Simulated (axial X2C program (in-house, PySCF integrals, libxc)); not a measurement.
Which molecule has these constants?

Computed with an in-house all-electron X2C program for linear molecules (integrals from PySCF), spin-free (one-electron X2C) or two-component (2c: spin–orbit coupling with atomic mean-field Coulomb and Gaunt terms, which also bring small scalar terms), in Dyall basis sets with cores contracted in-house; open shells are unrestricted.

A two-component PBE0 calculation in a Dyall 3-zeta basis gave Re = 2.551 Å, ωe = 183.3 cm⁻¹, dipole magnitude 0.89 D, Ω = 0.

Question: Which molecule is it?
A. AlCu
B. CuB
C. CuIn

Answer: C. The others have AlCu 2.366 Å and 285.5 cm⁻¹ (Ω = 0); CuB 1.914 Å and 544.3 cm⁻¹ (Ω = 0).

Each entry is the lowest single determinant of a limited PBE0 search at one distance. De goes to single-determinant-based atoms at the same level (for ions the charge split of lowest energy) and is withheld (n/a) where an atom does not fit its ground term or J level. Main or longest-lived isotopes. Some light 2c atoms are not at their ground J level, so De misses part of their lowering (0.04 eV or less). The functionals have no current term, which raises determinants with orbital currents.
